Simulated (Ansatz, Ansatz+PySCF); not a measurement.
```xyz
9

O     0.5536   -0.9562   -0.2282
C     0.8706    0.2580   -0.6916
C     0.0047    1.1794   -0.2347
C    -0.9319    0.4553    0.5868
C    -0.5333   -0.8279    0.5410
H     1.7315    0.3213   -1.3349
H     0.0167    2.2363   -0.4466
H    -1.7777    0.8499    1.1263
H    -0.9169   -1.7275    0.9904
```

Basis set: def2-SVP (spherical functions). Frozen core: 5 orbitals. Charge 0, multiplicity 3.

Computed with Ansatz (development build ahead of 0.2.0); each method stands on the lowest determinant of its kind that the runs found.

(1) Give the atomization energy at this shape (free ground-state atoms in the same class of orbitals less the molecule, no zero-point energy) of triplet C₄H₄O by UHF-MP2, UHF.

Results:

(1)

| method | atomization energy |
| --- | --- |
| UHF-MP2 | 37.02 eV |
| UHF | 27.95 eV |

Caution: another spin multiplicity may lie lower; the determinant breaks the point group; the shape is not the minimum; the unrestricted determinant is spin contaminated.
